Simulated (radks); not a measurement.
Values are calculated unless marked as measured or tabulated.
These are the eigenvalues of the occupied orbitals of an atom or ion with whole-number occupations (eV). Level of theory: Dirac Kohn-Sham, Slater X-alpha with alpha = 0.606, spin-unpolarised, spherical densities, finite nucleus; Fermi nuclear charge, rms radius of each element as measured or else 0.836 A^(1/3) + 0.57 fm (a radial shooting solver on a logarithmic mesh with Libxc functionals).

| orbital | eigenvalue |
|---|---|
| 1s1/2 | -24106.30 |
| 2s1/2 | -3533.807 |
| 2p1/2 | -3279.764 |
| 2p3/2 | -3121.211 |
| 3s1/2 | -653.6774 |
| 3p1/2 | -553.6509 |
| 3p3/2 | -526.0764 |
| 3d3/2 | -348.4779 |
| 3d5/2 | -342.9902 |
| 4s1/2 | -107.2818 |
| 4p1/2 | -76.2352 |
| 4p3/2 | -71.6943 |
| 4d3/2 | -25.2391 |
| 4d5/2 | -24.7247 |

Which element is it, and in what charge state? The configuration may be excited. Open shells, if any, are shared by 2j + 1.

Answer. Z = 46, palladium, charge +2: Pd2+ in [Kr] 4d8. The list shows which subshells hold electrons but not how many an open one holds; the 1s level, -885.89 hartree, gives Z - s = 42.1 by -(Z - s)^2/2, which with screening and relativity narrows Z to a few neighbours, and the depths of the outer levels then fix element, charge and occupations together.
